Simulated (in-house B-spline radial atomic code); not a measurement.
Configurations of Nd2+, with energies counted from [Xe] 4f4. Method: scalar-relativistic (X2C) TPSS, spin-polarised, spherical fractional occupations, Fermi nucleus of rms radius 4.9123 fm. Calculated with an all-electron radial atomic-structure program (B-spline basis). Shells without spins written out take the highest spin.

Occupations are held fixed; configurations that lie above the ionisation limit could autoionise.

| configuration | E - E(ref) (eV) | highest orbital | its <r> (bohr) |
| --- | --- | --- | --- |
| [Xe] 4f(1 up, 3 down) | 2.088 | 4f up | 1.107 |
| [Xe] 4f(2 up, 2 down) | 2.7858 | 4f up | 1.087 |
| [Xe] 4f3 5f1 | 15.192 | 5f up | 5.771 |
| [Kr] 4d10 4f4 5s2 5p5 5d1 | 20.199 | 5d up | 2.45 |
| [Kr] 4d10 4f(3 up, 1 down) 5s2 5p(2 up, 3 down) 6s(0 up, 1 down) | 25.213 | 6s down | 3.548 |
| [Kr] 4d10 4f4 5s2 5p5 6f1 | 34.528 | 6f up | 9.85 |
| [Kr] 4d9 4f4 5s2 5p6 5d1 | 116.82 | 5d up | 2.407 |
| [Kr] 4d(4 up, 5 down) 4f(1 up, 3 down) 5s2 5p6 5d(0 up, 1 down) | 120.24 | 5d down | 2.417 |

**Question.** Order these further configurations by energy, lowest first.
A. [Kr] 4d(5 up, 4 down) 4f(1 up, 4 down) 5s2 5p6
B. [Kr] 4d9 4f4 5s2 5p6 5f1
C. [Xe] 4f3 6d1
D. [Kr] 4d9 4f4 5s2 5p6 6f1
E. [Kr] 4d10 4f4 5s2 5p5 6s1

**Answer.** C (13.61 eV), E (21.626 eV), A (117.71 eV), B (128.7 eV), D (131.31 eV).

**Question.** How far above the reference does [Xe] 4f3 5d1 lie?

**Answer.** 3.4431 eV; its least bound orbital is 5d up with <r> = 2.428 bohr.

**Question.** How far above the reference does [Kr] 4d9 4f5 5s2 5p6 lie?

**Answer.** 111.62 eV; its least bound orbital is 4f up with <r> = 1.022 bohr.

**Question.** How far above the reference does [Kr] 4d(5 up, 4 down) 4f(1 up, 3 down) 5s2 5p6 6f(0 up, 1 down) lie?

**Answer.** 136.38 eV; its least bound orbital is 6f down with <r> = 9.781 bohr.
